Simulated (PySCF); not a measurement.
3,4-dichlorobuta-1,2-diene (C4H4Cl2), SMILES C=C=C(Cl)CCl. Geometry: PBE-D3(BJ)/def2-SVP. Other conformers were not sampled.

Computed equilibrium geometry at PBE-D3(BJ)/def2-SVP (PySCF confirms it by a frequency run) as Cartesian coordinates in Å (one conformer of several):
```xyz
10

C      2.4378    -0.2242    -1.7712
C      1.3512    -0.3126    -1.0358
C      0.2444    -0.3914    -0.3184
Cl     0.1836    -1.3982     1.1219
C     -1.0217     0.3382    -0.6451
Cl    -1.4246     1.6000     0.5898
H      2.6195    -0.9077    -2.6198
H      3.2125     0.5354    -1.5625
H     -1.8790    -0.3627    -0.6706
H     -0.9258     0.8448    -1.6232
```
